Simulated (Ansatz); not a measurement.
Basis sets compared for SiEt(NMe2)3 (C₈H₂₃N₃Si). The state is a singlet with charge 0. Geometry PBE-D4/def2-SVP. Ansatz on 2 threads of AMD EPYC 7R13 on a shared host and a share (18 GiB) of an NVIDIA H100 80GB HBM3; times are rough, and most runs start from earlier orbitals.

```csv
atom,x (Å),y (Å),z (Å)
Si1,-0.1719,-0.1815,-0.1115
C2,-1.8408,-0.9671,0.3551
C3,-2.3964,-0.5074,1.7129
H4,-1.7663,-2.0764,0.3157
H5,-2.5545,-0.6888,-0.4514
H6,-3.3915,-0.9515,1.9256
H7,-1.7294,-0.7856,2.5558
H8,-2.5098,0.5954,1.7518
N9,-0.0309,1.4676,0.4853
C10,-0.9377,2.5023,0.0335
C11,0.7569,1.8309,1.6419
H12,-1.6815,2.7974,0.8168
H13,-1.5032,2.1586,-0.8568
H14,-0.3935,3.4340,-0.2582
H15,1.4179,0.9916,1.9349
H16,1.4051,2.7189,1.4385
H17,0.1262,2.0909,2.5301
N18,-0.0654,-0.0487,-1.8579
C19,-0.5185,-1.1214,-2.7183
C20,0.7197,0.9563,-2.5427
H21,-1.1530,-0.7395,-3.5547
H22,-1.1251,-1.8566,-2.1524
H23,0.3285,-1.6835,-3.1861
H24,1.0679,1.7216,-1.8217
H25,1.6212,0.5252,-3.0474
H26,0.1272,1.4738,-3.3365
N27,1.1264,-1.1590,0.5542
C28,1.0201,-1.9716,1.7458
C29,2.4824,-1.0026,0.0690
H30,1.4776,-2.9787,1.5908
H31,-0.0391,-2.1319,2.0262
H32,1.5341,-1.5203,2.6333
H33,2.4902,-0.4482,-0.8904
H34,3.1450,-0.4502,0.7834
H35,2.9622,-1.9941,-0.1147
```

B3LYP takes the VWN-RPA correlation. Single mean-field runs in def2-TZVP are fitted with def2-universal-jkfit.

Binding counts from free atoms (Si triplet, C triplet, H doublet, N quartet) in the same basis, without a counterpoise term.

| level | functions | energy (Eh) | HOMO (eV) | LUMO (eV) | binding per atom (eV) | wall time |
| --- | --- | --- | --- | --- | --- | --- |
| HF/STO-3G | 87 | -759.5539 | -6.90 | 12.11 | 3.59 | 2.4 s |
| HF/6-31G | 158 | -768.3755 | -8.89 | 5.39 | 2.73 | 2.9 s |
| PBE-D4/def2-SVP | 287 | -771.2836 | -4.45 | 0.48 | 4.11 | 2.6 s |
| B3LYP-D4/6-31G | 158 | -772.3823 | -5.31 | 1.72 | 3.89 | 3.7 s |
| PBE0-D4/def2-SVP | 287 | -771.3922 | -5.77 | 1.34 | 4.05 | 2.4 s |

**Question.** Estimate the rows for PBE-D4/def2-TZVP (with forces), B3LYP-D4/def2-TZVP, PBE0-D4/def2-TZVP (with forces).

**Answer.** 
```
                          level  functions  energy (Eh)  HOMO (eV)  LUMO (eV)  binding per atom (eV)  wall time
 PBE-D4/def2-TZVP (with forces)        516    -771.9194      -4.61      -0.01                   4.07      4.8 s
             B3LYP-D4/def2-TZVP        516    -772.7857      -5.69       0.48                   4.01      3.5 s
PBE0-D4/def2-TZVP (with forces)        516    -772.0141      -5.89       0.79                   4.02      4.6 s
```
